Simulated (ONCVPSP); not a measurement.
# iridium (Ir), ONCV: configuration errors across variants

* Element: iridium
* Generator: ONCVPSP 4.0.1
* Type: optimised norm-conserving Vanderbilt (ONCV)
* Functional: PBEsol
* Relativity: scalar-relativistic
* Frozen core: [Kr] 4d10 4f14
* Valence charge: 17
* Reference configuration: 5s2 5p6 5d7 6s1.5 (charge +0.5)
* Partial waves: 5s+6s: rc 1.75 bohr, ncon 4, nbas 9, qcut 8.4 1/bohr, 3 projectors, debl 3.1 Ha; 5p: rc 1.45 bohr, ncon 4, nbas 7, qcut 10.1 1/bohr, 3 projectors, debl 0.5 Ha; 5d: rc 2.25 bohr, ncon 4, nbas 9, qcut 5.4 1/bohr, 2 projectors, debl 0.8 Ha
* Local potential: polynomial inside 1.25 bohr (lpopt 5, dvloc0 0 Ha)
* Core correction: none

In the p channel the program set the typed energies aside and used -2.159, 0.250, 0.750 Ha.

All-electron excitation energies from the reference (eV): (1) 5s2 5p6 5d7 6s2 -4.059; (2) 5s2 5p6 5d7 6s1 5.870; (3) 5s2 5p6 5d7 6s0 23.366; (4) 5s1 5p6 5d7 6s2 100.835.

2 further variants failed, have other tests or too few solved ones, and are left out.

Errors AE − PS in meV (a dash: test not solved or not reliable):

```
      change   (1)   (2)   (3)    (4)  bound ghosts  GHOST(+) flags above zero
        base  +1.7  -1.8  -6.9   -495          none                          s
 s: qcut 5.9  +1.5  -2.1   -11   -765          none                          s
 s: qcut 6.5  +1.6  -2.1  -9.6   -694          none                          s
 s: qcut 7.8  +1.7  -1.9  -7.6   -550          none                          s
 s: qcut 8.5  +1.7  -1.8  -6.7   -484          none                          s
 s: qcut 9.5  +1.8  -1.8  -5.9   -422          none                          s
  s: qcut 10  +1.8  -1.7  -5.5   -389          none                          s
s: qcut 12.6  +1.7  -1.9  -6.7  -1110          none                          s
```

**Question.** Give the same row for: s: qcut 5.

**Answer.** +1.4, -2.3, -12, -844; bound ghosts: none; GHOST(+) flags above zero: s.
